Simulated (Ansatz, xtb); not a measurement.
## C5H6FNSi: which of two isomers lies lower

Structure I is `C=C(/C=C/C#N)[SiH2]F`, a singlet and structure II is `C=C/C(=C/C#N)[SiH2]F`, a singlet. Both are isolated molecules in the gas phase, relaxed with B3LYP-D3(BJ)/def2-SVP; the shapes shown needn't be the lowest conformers.

I (Å):

```yaml
atoms:
  - { symbol: C, position_ang: [0.1045, -1.8602, 2.2232] }
  - { symbol: C, position_ang: [-0.5170, -0.9841, 1.4032] }
  - { symbol: C, position_ang: [-0.5071, -1.2042, -0.0425] }
  - { symbol: C, position_ang: [-1.2364, -0.4995, -0.9385] }
  - { symbol: C, position_ang: [-1.1807, -0.7560, -2.3404] }
  - { symbol: F, position_ang: [-2.7632, 0.8016, 1.5401] }
  - { symbol: N, position_ang: [-1.1432, -0.9526, -3.4852] }
  - { symbol: Si, position_ang: [-1.2699, 0.5603, 2.1616] }
  - { symbol: H, position_ang: [0.6307, -2.7390, 1.8323] }
  - { symbol: H, position_ang: [0.1080, -1.7363, 3.3101] }
  - { symbol: H, position_ang: [0.1345, -2.0122, -0.4138] }
  - { symbol: H, position_ang: [-1.9254, 0.2879, -0.6172] }
  - { symbol: H, position_ang: [-0.4726, 1.7684, 1.8250] }
  - { symbol: H, position_ang: [-1.3842, 0.3697, 3.6295] }
```

II (Å):

```
atom    x (Å)    y (Å)    z (Å)
   C   0.9101  -1.8237  -1.5794
   C   0.9283  -0.5069  -1.8506
   C  -0.1038   0.4643  -1.4854
   C   0.1116   1.7747  -1.7883
   C  -0.8048   2.8352  -1.5224
   F  -1.5030  -1.3406   0.2650
   N  -1.5430   3.7113  -1.3242
  Si  -1.7565  -0.0632  -0.7235
   H   1.7312  -2.4673  -1.9036
   H   0.1009  -2.2922  -1.0161
   H   1.7874  -0.0951  -2.3954
   H   1.0417   2.0789  -2.2843
   H  -2.3224   1.0374   0.0855
   H  -2.6826  -0.5125  -1.7939
```

Q: Which of the two would you expect CCSD(T)/def2-SVP + ΔMP2/def2-TZVPP electronic energies to favour?

A: Too close to call at this level: CCSD(T)/def2-SVP + ΔMP2/def2-TZVPP gives E(II) − E(I) = +1.74 kcal/mol.

Level by level:

```csv
level,geometry,E(II) − E(I) (kcal/mol),departure from the last row (kcal/mol),"job, with rough time for the two"
GFN2-xTB,GFN2-xTB,−0.18,−1.92,"optimisation, 0.32 s"
HF/STO-3G,GFN2-xTB,+0.77,−0.97,"single point, 0.42 s"
r2SCAN-D4/def2-SVP,GFN2-xTB,+0.85,−0.89,"single point, 4.5 s"
B3LYP-D3(BJ)/def2-SVP,B3LYP-D3(BJ)/def2-SVP,+1.05,−0.69,"optimisation, 77 s"
HF/def2-SVP,B3LYP-D3(BJ)/def2-SVP,+3.25,+1.51,part of the CCSD(T) run
MP2/def2-SVP,B3LYP-D3(BJ)/def2-SVP,+1.85,+0.11,part of the CCSD(T) run
CCSD(T)/def2-SVP,B3LYP-D3(BJ)/def2-SVP,+2.04,+0.30,single point
CCSD(T)/def2-SVP + ΔMP2/def2-TZVPP,B3LYP-D3(BJ)/def2-SVP,+1.74,,"single point, 1.8 min"
```

As drawn, both hold the same kinds of bond in the same numbers.

GFN2-xTB finds them nearly level. The largest departure from CCSD(T)/def2-SVP + ΔMP2/def2-TZVPP is that of GFN2-xTB, 1.92 kcal/mol. The last row adds to CCSD(T) the change of the MP2 difference between the two basis sets, here −0.30 kcal/mol.

With thermal terms from frequencies at re-optimised GFN2-xTB minima (ideal gas, soft modes damped towards free rotors, one conformer each, 298.15 K, 1 atm): the zero-point term adds +0.01 kcal/mol; ΔH is +1.76 and ΔG +1.92 kcal/mol.

The correlated steps freeze 12 core orbitals. Codes used: Ansatz 0.2.0, xtb 6.7.1; the last row on 4 threads of Arm Neoverse V1 on a shared host.
